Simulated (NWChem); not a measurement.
# SnClF, singlet; SMILES [F][Sn][Cl]

Program: NWChem. Low-valent species are run as closed-shell singlets; no triplet was tried in these runs. All runs use the structure optimised with PBE0/def2-SVP (def2 core potentials past Kr).

For level PBE0/STO-3G, non-relativistic:

```
Quantity                     Result
---------------------------  ------
highest occupied level (eV)   -4.25
orbital gap (eV)               4.59
dipole (D)                     3.02
```

**Question.** Estimate the same quantities for level PBE0/3-21G, non-relativistic.

**Answer.** The highest occupied level (eV) comes out as -7.89. The orbital gap (eV) comes out as 4.94. The dipole (D) is 3.71.
